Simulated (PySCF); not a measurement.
**EPR parameters of C2H6FNSi**

Compound: C2H6FNSi (triplet state).
Cartesian coordinates in Å at the GFN2-xTB level; atoms count from 1:
```
atom  x, y, z in Å
C1    -1.1684   -0.5325    0.0115
N2    -0.0186    0.3118   -0.1898
C3     1.2056   -0.4455   -0.2467
Si4   -0.0039    1.9238    0.4866
F5    -0.1729    2.9634   -0.7929
H6    -1.2114   -1.2635   -0.7999
H7    -2.0729    0.0706   -0.0066
H8    -1.1235   -1.0814    0.9599
H9     1.4052   -0.9913    0.6834
H10    1.1272   -1.1748   -1.0569
H11    2.0390    0.2220   -0.4512
```

The hyperfine couplings belong to this conformer and change with its torsions.

Identity: `CN([Si]F)C` [triplet].

Computed with PySCF 2.14.0, UKS B3LYP, pcH-1 on C F H N Si, non-relativistic, mean-field spin-orbit, GIAO. Geometry: GFN2-xTB, one conformer, isolated molecule. This triplet need not be the ground state; the singlet was not compared here. A GFN2-xTB geometry isn't a minimum of the functional, and hyperfine couplings can be far from their values at a DFT geometry, by a factor of two or more for some ions and for spin on atoms past the first row. No stability test was run, so a lower SCF solution isn't excluded.

```json
{
 "g1, g2, g3": "1.99997, 2.00133, 2.00257",
 "g_iso": "2.00129",
 "Form of g": "rhombic: the two nearest values differ by 48 % of g3 − g1",
 "⟨S²⟩": "2.0050 (exact 2.0000)",
 "α and β electrons": "25, 23",
 "HOMO–LUMO gap, α and β orbitals": "4.69, 3.01 eV",
 "Basis functions": "195"
}
```

Isotropic coupling and dipolar principal values T1 to T3, in MHz; ρ(0) is the spin density at the nucleus:

```
atom  isotope   a_iso  of which spin–orbit      T1    T2    T3  Mulliken spin population  ρ(0) (bohr⁻³)
  C1      13C    14.8                  0.0    -1.6  -0.9   2.5                     -0.01         0.0263
  N2      14N     8.3                  0.0   -10.0  -9.6  19.6                      0.33         0.0513
  C3      13C    15.0                  0.0    -1.6  -0.9   2.5                     -0.01         0.0266
 Si4     29Si  -541.2                  1.1   -90.2  16.4  73.8                      1.51         1.2204
  F5      19F   192.2                  1.7  -148.3  70.4  77.9                      0.10         0.0906
  H6       1H    27.5                  0.0    -2.5  -1.3   3.8                      0.03         0.0123
  H7       1H     2.1                  0.0    -4.4  -0.4   4.8                      0.00         0.0009
  H8       1H    15.8                  0.0    -2.6  -1.8   4.4                      0.02         0.0070
  H9       1H    15.7                  0.0    -2.6  -1.8   4.4                      0.02         0.0070
 H10       1H    27.6                  0.0    -2.5  -1.3   3.8                      0.03         0.0123
 H11       1H     2.1                  0.0    -4.4  -0.4   4.8                      0.00         0.0009
```

The largest Mulliken spin populations are on Si4 (+1.51), N2 (+0.33) and F5 (+0.10).

Axes: g2 points within 4° of the N2–Si4 bond.

The 13C coupling of C1/C3 (mean 14.9 MHz) shows only in satellite lines or after enrichment, since that isotope makes up about 1.07 % of natural carbon.

The 29Si coupling of Si4 (-541.2 MHz) shows only in satellite lines or after enrichment, since that isotope makes up about 4.7 % of natural silicon.

On x86-64 server, one thread, on a shared host, this took 30 s of wall time.
